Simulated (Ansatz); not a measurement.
# A rate constant, worked out

An elementary step of GaNH₃ClO, closed shell (GaNH₃ClO ([NH2][Ga]([OH])[Cl]) → GaNHCl ([NH][Ga][Cl]) + H₂O (still joined by a long Ga–O bond); Ga–O, N–H broken or loosened, O–H formed or tightened). The start structure is the reactant molecule, and the electronic barrier above it is 2.574 eV by CCSD(T) at an estimated basis limit (MP2 extrapolated from triple and quadruple zeta, plus CCSD(T) − MP2 in triple zeta). Program: Ansatz 0.2.0. Basis: def2-TZVPP and def2-QZVPP. Cores are frozen in the correlated methods. Filled d shells of the heavier atoms are correlated. The def2 sets are not built for correlating such inner shells, so the correlated values are less sure here. Extrapolation: Hartree–Fock as exp(−7.88 √X), correlation as X^−2.97. Harmonic wavenumbers at PBE0-D4/def2-TZVP (Ansatz 0.2.0), in cm⁻¹:

Start: 140, 162, 168, 225, 319, 371, 416, 696, 750, 772, 866, 1555, 3622, 3731, 3905.

Saddle: 838i, 129, 145, 314, 358, 428, 514, 674, 726, 874, 1014, 1368, 1973, 3637, 3878.

(1) Work out the transition-state-theory rate constant at 500 K from these numbers alone (harmonic vibrations; rotation, path degeneracy and anharmonicity left out), and the Wigner tunnelling factor. Use 1 cm⁻¹ = 1.2398 × 10⁻⁴ eV and k_B = 8.617 × 10⁻⁵ eV/K.

No T1 diagnostic of these runs exceeds 0.018.

Results:

(1) Zero-point energies, half the sums: start 17698/2 cm⁻¹ = 1.0971 eV; saddle, real modes only, 16032/2 cm⁻¹ = 0.9939 eV.
Barrier with zero-point energy: 2.574 + 0.9939 − 1.0971 = 2.4708 eV.
k_BT = 0.04309 eV, so the barrier is 57.34 k_BT.
Vibrational partition functions from the zero-point level, ln q = −Σ ln(1 − exp(−hν/k_BT)): start 5.562, saddle 4.261.
k = (k_BT/h) exp(ln q‡ − ln q) exp(−E0/k_BT), with log₁₀(k_BT/h in s⁻¹) = 13.02: log₁₀ k = 13.02 + (-1.301 − 57.34)/2.3026 = -12.45, so k ≈ 4 × 10^(-13) s⁻¹.
Wigner factor: 1 + (hν‡/k_BT)²/24 = 1 + (2.41)²/24 = 1.24. A change of 1 kcal/mol (0.043 eV) in the barrier would change k by a factor of 2.7 at this temperature.

Labels in which every atom is bracketed show which atoms are joined, not bond orders.

For scale, one of the runs: CCSD(T)/def2-TZVPP, 194 basis functions, launched by `ansatz run in.yaml --threads 4 --pin off --events-out ev --progress --plain --max-ram 9574MiB`. Time: 100 s of wall clock on 4 CPU threads of an Intel Xeon; the host was shared. Peak host memory: 2.2 GiB.
